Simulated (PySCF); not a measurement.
Vertical excitations of a molecule C4H4BNO from TDDFT-PBE/def2-SVPD (PySCF), as energy in eV (oscillator strength): 3.54 (0.015), 3.92 (0.001), 4.43 (0.006), 5.39 (0.006), 5.58 (0.010), 5.60 (0.008), 5.86 (0.017), 5.91 (0.021), 6.11 (0.014), 6.29 (0.006). Lowest triplet (TDA): 2.83 eV. The structure is a stationary point at PBE0-D3(BJ)/def2-SVP. Other conformers were not sampled.

Problem. Which molecule gave these data?
A. C#C[C@@H]1N=CB1O
B. C#CB1N=C(C)O1
C. C#CC1=CB(N)O1
D. N#COB1C=CC1

Solution. A, C#C[C@@H]1N=CB1O
